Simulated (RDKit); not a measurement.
Input for RDKit: MMFF94 on C3H4 (SMILES C=C=C).

```python
from rdkit import Chem
from rdkit.Chem import AllChem, rdDetermineBonds

blocks = [
'''7

C     1.29990906    0.00890618    0.02271842
C    -0.00000007   -0.00001856    0.00000177
C    -1.29990921   -0.00890775   -0.02271762
H     1.86819159    0.72773104   -0.55634464
H     1.85744529   -0.70218401    0.62144205
H    -1.84629866   -0.60163907   -0.74735125
H    -1.87933799    0.57611217    0.68225126
''',
]
mol = None
for b in blocks:
    f = Chem.MolFromXYZBlock(b)
    rdDetermineBonds.DetermineBonds(f, charge=0)
    mol = f if mol is None else Chem.CombineMols(mol, f)
Chem.SanitizeMol(mol)
print(Chem.MolToSmiles(Chem.RemoveHs(mol)))
ff = AllChem.MMFFGetMoleculeForceField(mol, AllChem.MMFFGetMoleculeProperties(mol), nonBondedThresh=100.0, ignoreInterfragInteractions=False)
e = ff.CalcEnergy()
print(f'MMFF94 energy {e:.6f} kcal/mol')
```

It printed:

```
C=C=C
MMFF94 energy -2.890547 kcal/mol
```

The run finished.

Cost: roughly 0.020 core-seconds.
